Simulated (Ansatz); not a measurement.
A run for Ansatz (an electronic-structure program): R-MP2/cc-pV(Q+d)Z on BH4P (SMILES BP), a point of a torsion scan. Files ending in .json are basis or fitting sets from the Basis Set Exchange.

Ansatz 0.2 input:
```yaml
crystal:
  periodic: [false, false, false]
  atoms:
    - {symbol: B, position_ang: [-0.86481743, -0.02876260, -0.10704419]}
    - {symbol: P, position_ang: [0.96483032, 0.21999251, -0.12741855]}
    - {symbol: H, position_ang: [-1.55658391, 0.82090715, -0.51507091]}
    - {symbol: H, position_ang: [-1.32565934, -0.89988368, 0.52151422]}
    - {symbol: H, position_ang: [1.23504702, 0.40857211, -1.46571989]}
    - {symbol: H, position_ang: [1.44976898, -1.07214099, -0.07931639]}
basis:
  gaussian:
    orbitals: cc-pV_Q+d_Z.json
magnetization: {spin_polarized: false}
correlation: {method: mp2, electrons: outside_noble_gas}
scf: {lower_state_search: off}
```

**Question.** Predict the final total energy.

**Answer.** -368.0362 hartree.

**Question.** How many basis functions does it have, and what does it roughly cost on one machine?

**Answer.** 239 functions; roughly 8 core-seconds.
